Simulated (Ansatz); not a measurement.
System: SeBr₂ (charge 0, singlet). SMILES: Br[Se]Br
Coordinates optimised at B3LYP-D3(BJ)/def2-TZVP (Ansatz, an electronic-structure program):
```xyz
3

Se     0.0255    -0.0112     0.9792
Br     0.8055    -1.6280    -0.5156
Br    -0.8303     1.6388    -0.4356
```

Q: Give the harmonic wavenumbers at B3LYP-D3(BJ)/def2-TZVP (Ansatz, finite differences of forces, unscaled).

A: 101, 286, 292 cm⁻¹. Zero-point energy 1.0 kcal/mol.

Q: From these and the geometry, give the ideal-gas thermochemistry at 298.15 K and 1 atm (rigid rotor, harmonic oscillator).

A: Point group C2v, rotational symmetry number 2. Rotational constants 4.514, 0.9473, 0.783 GHz. S(trans) 42.31, S(rot) 27.58, S(vib) 6.40, S(elec, spin only) 0.00, S 76.3 cal/(mol K). H(298) - H(0) 3.37 kcal/mol; G - E(el) -18.4 kcal/mol.
